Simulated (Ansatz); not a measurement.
Relaxation of B6H⁺ with RKS PBE0-D4/def2-SVP.

```sh
$ ansatz run in.yaml --threads 4 --pin off --events-out ev --progress --plain --max-ram 3916MiB
```

```yaml
crystal:
  periodic: [false, false, false]
  atoms:
    - {symbol: B, position_ang: [-0.030940, -0.004000, 0.040810]}
    - {symbol: B, position_ang: [3.278020, -0.698040, -2.930160]}
    - {symbol: B, position_ang: [-2.276350, 0.499580, 2.027260]}
    - {symbol: B, position_ang: [-1.152420, 0.256110, 1.034700]}
    - {symbol: B, position_ang: [2.212150, -0.473560, -1.978800]}
    - {symbol: B, position_ang: [1.100040, -0.247660, -0.973770]}
    - {symbol: H, position_ang: [-3.130510, 0.667560, 2.779960]}
basis:
  gaussian: {orbitals: def2-SVP}
total_charge: 1
hamiltonian: {xc: pbe0, dispersion: d4}
scf: {omitted_lower_state_checks: [starts]}
output: {orbitals: {seedname: orbitals}}
relax: {f_tol: 0.02, max_steps: 100}
```

Run time 16 s (4 threads of Arm Neoverse V2 on a shared host).

Positions (Å) and forces (eV/Å) at steps 1, 2, 3, 4, 5, 7, 10 of 10:

```xyz
7
step=1 energy=-4043.7470 eV
B    -0.031   -0.004    0.041   -0.117    0.141   -0.028
B     3.278   -0.698   -2.930    3.856   -1.042   -3.156
B    -2.276    0.500    2.027   -0.851    0.154    0.767
B    -1.152    0.256    1.035    0.862   -0.189   -0.743
B     2.212   -0.474   -1.979   -3.203    1.201    2.202
B     1.100   -0.248   -0.974    0.262   -0.452    0.252
H    -3.131    0.668    2.780   -0.808    0.188    0.707
7
step=2 energy=-4044.2904 eV
B    -0.034    0.003    0.040    0.112    0.060   -0.192
B     3.395   -0.751   -3.003    2.005   -0.718   -1.430
B    -2.333    0.505    2.082   -0.189    0.019    0.178
B    -1.173    0.260    1.053    0.293   -0.070   -0.258
B     2.232   -0.445   -2.037   -1.765    0.931    0.885
B     1.121   -0.254   -0.987   -0.253   -0.277    0.639
H    -3.207    0.682    2.853   -0.204    0.056    0.178
7
step=3 energy=-4044.5777 eV
B    -0.033    0.003    0.047    0.113   -0.106   -0.009
B     3.512   -0.873   -2.988    0.365   -0.196   -0.176
B    -2.361    0.499    2.114   -0.009    0.015   -0.003
B    -1.182    0.251    1.065    0.159   -0.028   -0.152
B     2.179   -0.299   -2.162   -0.479    0.194    0.312
B     1.132   -0.272   -0.971   -0.303    0.162    0.156
H    -3.248    0.691    2.895    0.154   -0.041   -0.128
7
step=4 energy=-4044.5992 eV
B    -0.039    0.018    0.035    0.064   -0.066    0.007
B     3.541   -0.960   -2.917   -0.192    0.111    0.085
B    -2.347    0.482    2.117    0.035    0.005   -0.042
B    -1.173    0.245    1.059   -0.028    0.008    0.022
B     2.145   -0.238   -2.198    0.237   -0.175   -0.052
B     1.101   -0.215   -0.998   -0.221    0.148    0.066
H    -3.227    0.668    2.902    0.104   -0.030   -0.085
7
step=5 energy=-4044.6055 eV
B    -0.045    0.020    0.036    0.001   -0.001    0.001
B     3.536   -0.946   -2.927   -0.026   -0.005    0.037
B    -2.340    0.482    2.110   -0.020    0.001    0.020
B    -1.172    0.246    1.057   -0.019    0.003    0.020
B     2.154   -0.267   -2.170    0.030    0.015   -0.052
B     1.082   -0.197   -1.001    0.044   -0.014   -0.036
H    -3.215    0.663    2.894   -0.010    0.001    0.011
7
step=7 energy=-4044.6073 eV
B    -0.063    0.058    0.000   -0.025    0.030   -0.011
B     3.544   -1.018   -2.844   -0.032    0.005    0.029
B    -2.328    0.462    2.124    0.012   -0.005   -0.006
B    -1.172    0.248    1.051    0.000    0.004   -0.009
B     2.161   -0.246   -2.192    0.012    0.028   -0.049
B     1.052   -0.133   -1.060    0.032   -0.058    0.043
H    -3.195    0.628    2.920    0.002   -0.003    0.002
7
step=10 energy=-4044.6089 eV
B    -0.066    0.070   -0.011    0.002    0.001   -0.005
B     3.534   -1.032   -2.815    0.003   -0.003    0.000
B    -2.324    0.461    2.121    0.004   -0.007    0.006
B    -1.177    0.263    1.037   -0.007    0.004    0.002
B     2.157   -0.235   -2.203   -0.013    0.003    0.010
B     1.059   -0.135   -1.059    0.011   -0.001   -0.010
H    -3.182    0.609    2.931    0.000    0.002   -0.004
```

The restricted singlet is unstable towards broken spin symmetry in Hartree–Fock (as tested in another run); at PBE0-D4/def2-SVP this wasn't settled. Another isomer (singlet) lies 5.04 eV lower at PBE0-D4/def2-TZVP; other spin states weren't run for this one.
